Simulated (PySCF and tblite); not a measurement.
Values are calculated unless marked as measured or tabulated.
# Barrier and rate of a rotation

System: C4H12B2N2, numbered as in [BH2:1][N:2]([CH3:3])[BH:4][NH:5][CH:6]1[CH2:7][CH2:8]1.

Motion: rotation about the B4–N2 bond (torsion N5–B4–N2–B1 from 0° to 180°, rising). Geometries: GFN2-xTB; energies: BHandHLYP/pcSseg-1 + D3(BJ), IEF-PCM dichloromethane; zero-point and thermal terms from GFN2-xTB harmonic modes (soft modes blended into free rotors). Rates follow Eyring's equation with the number of equivalent paths and no tunnelling. Run with tblite and PySCF.

| point | symmetry | E(GFN2) kcal/mol | E(DFT) kcal/mol | ZPE change kcal/mol | lowest mode cm⁻¹ | dipole D |
| --- | --- | --- | --- | --- | --- | --- |
| start | Cs | 0.0 | 0.0 | 0.00 | 32 | 1.23 |
| saddle | C1 | 6.0 | 6.6 | -0.52 | 111i | 3.54 |
| end | Cs | 0.0 | -2.1 | 0.19 | 44 | 3.59 |

* Electronic barrier: 6.6 kcal/mol
* Barrier with zero-point energy: 6.0 kcal/mol
* ΔH‡ (298 K): 5.6 kcal/mol
* ΔS‡ (298 K, symmetry apart): -3.0 cal/(mol K)
* Paths: 2 equivalent paths
* End point: a different minimum
* Mean lifetime of the start against this motion at 298 K: 4.9 ns
* Cost: 2.7 min on 1 thread of Intel Xeon Platinum 8375C @ 2.90GHz (shared host) (rough), peak memory 1.1 GiB, launched as `OMP_NUM_THREADS=1 python ens_run.py task.json out`

| T/K | ΔG‡ kcal/mol | k s⁻¹ | ΔG kcal/mol | k back s⁻¹ |
| --- | --- | --- | --- | --- |
| 200 | 6.3 | 1.1×10⁶ | -1.7 | 1.5×10⁴ |
| 250 | 6.4 | 2.6×10⁷ | -1.6 | 9.4×10⁵ |
| 298 | 6.5 | 2×10⁸ | -1.6 | 1.4×10⁷ |
| 350 | 6.7 | 1×10⁹ | -1.6 | 1.1×10⁸ |
| 400 | 6.8 | 3.2×10⁹ | -1.5 | 4.8×10⁸ |

ΔG and ΔG‡ leave out symmetry numbers and mirror images; rates count paths: 2 out, 2 back.
